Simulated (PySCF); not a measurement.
Zn(OH) (HOZn), SMILES [OH][Zn+], charge +1.

Geometry: B3LYP-D3(BJ)/def2-TZVP. The multiplicity is an assumed one; other spin states were not compared. The isomer is the one that the SMILES or the coordinates give; other isomers of the formula were not compared.

These are IEF-PCM-PBE0/def2-TZVPD in PySCF 2.14.0 values and carry that method's errors.

The values are the electrostatic part of the solvation free energy, E(continuum) − E(gas) at the gas-phase geometry, in a cavity of scaled van der Waals radii (PySCF's table); cavitation and dispersion terms are not included. A continuum can't describe solvent molecules that bind to the metal. In vacuum the orbital gap is 3.98 eV.

```
solvent                ε  ΔG(elec) (kcal/mol)  gap (eV)
-----------------  -----  -------------------  --------
water              78.36               -122.9      6.00
dimethylsulfoxide  46.83               -121.6      5.97
1-octanol           9.86                  [?]       [?]
```

### Question
What belongs in the gaps? (The exact figures need the calculation; the answer reports its results.)

### Answer

- 1-octanol, ΔG(elec) (kcal/mol): -109.6
- 1-octanol, gap (eV): 5.68
